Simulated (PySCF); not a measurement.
C3H7NOSi, SMILES C[C@@H](C#N)[SiH2]O. Atoms are numbered in the order given.

```xyz
13

C     -1.9272     0.0345     0.5612
C     -0.8262     0.1964    -0.5073
C     -0.1161     1.4634    -0.3812
N      0.5204     2.4211    -0.2213
Si     0.5220    -1.1638    -0.3620
O      1.3849    -0.9103     1.0375
H     -1.4912     0.0380     1.5715
H     -2.6669     0.8471     0.5033
H     -2.4518    -0.9221     0.4196
H     -1.2606     0.1417    -1.5214
H     -0.1396    -2.4850    -0.2267
H      1.3685    -1.1031    -1.5867
H      1.8281    -0.0554     1.1222
```

Geometry: B3LYP-D3(BJ)/def2-SVP. The structure was generated by enumeration; whether it is a known compound was not checked. The values are those of a single conformer.

Calculation: ωB97X/def2-TZVP (PySCF).

ESP charges are fitted to the potential on shells at 1.4 to 2.0 van der Waals radii. Atomic charges (e):

| atom | ESP fit | Mulliken |
|---|---|---|
| C1 | -0.40 | -0.38 |
| C2 | -0.05 | -0.02 |
| C3 | 0.30 | ___ |
| N4 | -0.47 | ___ |
| Si5 | 0.49 | ___ |
| O6 | -0.62 | ___ |
| H7 | 0.14 | 0.14 |
| H8 | 0.14 | 0.14 |
| H9 | 0.12 | 0.14 |
| H10 | 0.10 | ___ |
| H11 | -0.05 | -0.04 |
| H12 | -0.11 | -0.04 |
| H13 | 0.43 | 0.34 |

Question: Fill in the missing entries. (An estimate is asked for; the answer gives what the named calculation found.)

Answer: 
- C3, Mulliken: -0.27
- N4, Mulliken: -0.08
- Si5, Mulliken: 0.46
- O6, Mulliken: -0.54
- H10, Mulliken: 0.14

Question: Give the Mayer and Wiberg (Löwdin basis) orders of the bonds. (An estimate is asked for; the answer gives what the named calculation found.)

Answer: 
```
bond     Mayer  Wiberg
-------  -----  ------
C1–C2     0.94    1.22
C2–C3     0.95    1.29
C3–N4     3.04    3.30
C2–Si5    0.86    0.96
Si5–O6    1.17    1.67
C1–H7     0.96    0.90
C1–H8     0.98    0.90
C1–H9     0.98    0.90
C2–H10    0.93    0.78
Si5–H11   0.96    0.92
Si5–H12   0.95    0.93
O6–H13    0.86    1.01
```
